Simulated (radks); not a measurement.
Task: The mean radii <r> (bohr) of the occupied orbitals of an atom or ion are listed with their occupations. Calculated with a radial shooting solver on a logarithmic mesh with Libxc functionals: scalar-relativistic Kohn-Sham, PBE, spin-polarised, spherical densities, finite nucleus; Fermi nuclear charge, rms radius of each element as measured or else 0.836 A^(1/3) + 0.57 fm.

| orbital | occ. | <r> |
|---|---|---|
| 1s up | 1 | 0.01580 |
| 1s down | 1 | 0.01580 |
| 2s up | 1 | 0.06649 |
| 2s down | 1 | 0.06649 |
| 2p up | 3 | 0.06054 |
| 2p down | 3 | 0.06054 |
| 3s up | 1 | 0.1716 |
| 3s down | 1 | 0.1716 |
| 3p up | 3 | 0.1737 |
| 3p down | 3 | 0.1737 |
| 3d up | 5 | 0.1575 |
| 3d down | 5 | 0.1575 |
| 4s up | 1 | 0.3771 |
| 4s down | 1 | 0.3771 |
| 4p up | 3 | 0.4026 |
| 4p down | 3 | 0.4026 |
| 4d up | 5 | 0.4225 |
| 4d down | 5 | 0.4225 |
| 5s up | 1 | 0.8312 |
| 5s down | 1 | 0.8312 |
| 4f up | 7 | 0.4410 |
| 4f down | 7 | 0.4410 |
| 5p up | 3 | 0.9483 |
| 5p down | 3 | 0.9478 |
| 5d up | 5 | 1.236 |
| 5d down | 5 | 1.226 |
| 6s up | 1 | 2.132 |
| 6s down | 1 | 2.113 |
| 6p up | 2 | 2.782 |

Name the element and its charge. Open shells, if any, are filled with parallel spins first.

Result: Z = 83, bismuth, charge +1: Bi+ in [Hg] 6p2. The 1s radius gives Z: for a bare nucleus <r> = (2 gamma + 1)/(2Z) with gamma = sqrt(1 - (Z/c)^2), 0.01561 bohr for Z = 83, and screening makes it slightly larger (0.01580 here). The occupations add up to 82, and the charge is Z minus that.
